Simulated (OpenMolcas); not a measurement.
# Zr: thermal populations, the spin-orbit constant, worked from levels

| Property | Result |
| --- | --- |
| Program | OpenMolcas |
| Basis | ANO-R1 [6s4p3d1f] |
| Scalar Hamiltonian | X2C, finite nucleus |
| Active space | 2 electrons in 5 orbitals (4d) |
| State averaging | 2S+1 = 3 even, 10 roots; 2S+1 = 1 even, 15 roots |
| Spin-orbit coupling | RASSI with atomic mean-field integrals over the reference wave functions, term energies averaged over their components |

Methods: CASSCF; SS-CASPT2, IPEA 0.25 Eh, imaginary shift 0.1 Eh (closed shells correlated: 4s 4p 5s). Measured levels: NIST Handbook of Basic Atomic Spectroscopic Data.

**Thermal populations.** Z = Σ (2J + 1) exp(-E/kT) with k = 0.695035 cm-1/K, over the levels below. No other level of either list lies under 4140 cm-1, which is above 7 kT at each temperature.

| Level | 2J + 1 | SS-CASPT2 | measured |
| --- | --- | --- | --- |
| 4d² 5s² ³F₂ | 5 | 0.0 | 0.0 |
| 4d² 5s² ³F₃ | 7 | 571 | 570 |
| 4d² 5s² ³F₄ | 9 | 1252 | 1241 |

| T (K) | Z, SS-CASPT2 | Z, measured levels | Ground level (%), SS-CASPT2 | Ground level (%), measured levels |
| --- | --- | --- | --- | --- |
| 300 | 5.475 | 5.478 | 91.3 | 91.3 |

At 300 K, kT = 209 cm-1, and the computed levels give Z = 5.000 + 0.453 + 0.022 = 5.475.

**The spin-orbit constant.** For the Hund term ³F of d2, E(J) = (A/2) J(J+1) + constant and ζ = 2S·A = 2A. From J = 2 to J = 4 the energy changes by 7 A.

```json
{"Source": "CASSCF", "E(4) - E(2)": "1237.2", "A": "176.7", "ζ": "353"}
{"Source": "SS-CASPT2", "E(4) - E(2)": "1251.6", "A": "178.8", "ζ": "358"}
{"Source": "measured", "E(4) - E(2)": "1240.8", "A": "177.3", "ζ": "355"}
```

All in cm-1. SS-CASPT2 is off by +0.9 % and CASSCF by -0.3 %. Both methods take the spin-orbit matrix elements from the reference wave functions, so the second can move ζ only through the term energies and any multistate remixing. Second-order mixing with other terms is absorbed into this ζ.

Term energies are means over components that CASPT2 splits; among the terms shown or strongly mixed into the levels shown the widest spread is 230 cm-1 (4d² 5s² ¹G, SS-CASPT2). With the s shell closed, the reference lacks s² → p², s² → d² and s → d mixing, so excited terms can stand far too high and out of order, with CASPT2 too. Without dynamic correlation excited terms often stand tens of per cent too high (terms of higher spin than the ground term too low), and those without a measured partner can miss by more than the paired ones (holds for CASSCF). Some terms miss by over 15 % even with CASPT2, which points to a basis or an active space too small for the shells correlated (holds for SS-CASPT2). Measured partners are found by configuration, term and J. A level has none where our copy of the source lacks it or the pairing is in doubt (some pairs that miss far off the trend of their configuration count as doubtful), and it then counts in no deviation. Levels of configurations outside the active space are missing.
